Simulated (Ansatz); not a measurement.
Born–Oppenheimer molecular dynamics of C2H3NaS (7 atoms, charge 0, multiplicity 1). It starts at the highest image of a converged band. Of that band: Neighbouring images differ by up to 1.6 eV, so the band resolves the path poorly. A vibrational analysis at the climbing image gives one clearly imaginary mode, 1073i cm⁻¹: a first-order saddle point.

Level of theory: UKS PBE0-D4/def2-SVP in Ansatz 0.2.0.

- ensemble: NVE (velocity Verlet)
- time step: 0.5 fs
- steps asked: 200
- starting velocities drawn for: 300 K
- seed: 12144

First frame:

```xyz
7
Properties=species:S:1:pos:R:3
Na -0.837 -1.975 1.840
C 0.007 -0.772 0.078
C -0.263 0.571 -0.226
S 0.431 1.564 -1.531
H 0.736 -1.175 -0.652
H -0.960 1.115 0.437
H 0.886 0.672 0.054
```

(1) How far do the bonds stretch over the last three quarters of this one trajectory? (Pairs bonded in most of those frames.)

Results:

(1) 
```tsv
bond	mean (Å)	spread (Å)	shortest	longest
Na1–C2	2.733	0.125	2.42	2.87
C2–C3	1.432	0.075	1.30	1.55
C2–H5	1.109	0.031	1.04	1.19
C2–H7	1.155	0.137	0.93	1.40
C3–S4	1.718	0.115	1.52	1.92
C3–H6	1.115	0.028	1.06	1.16
```

Mean temperature of the second half: 2613 K. The conserved energy stayed within 1.6 meV per atom of its start (net change -0.7 meV per atom), so the integration is sound. The system heated up, since it started high on the potential surface and ran downhill. A run of 0.1 ps of so small a system gives no equilibrium averages. The orbitals stay closed-shell, which can raise the energy where a bond breaks towards radicals; this wasn't checked here.

Run time: 6 min on 2 threads of AMD EPYC 9R14 (Zen 4), with other jobs on the host, peak memory 0.26 GiB.
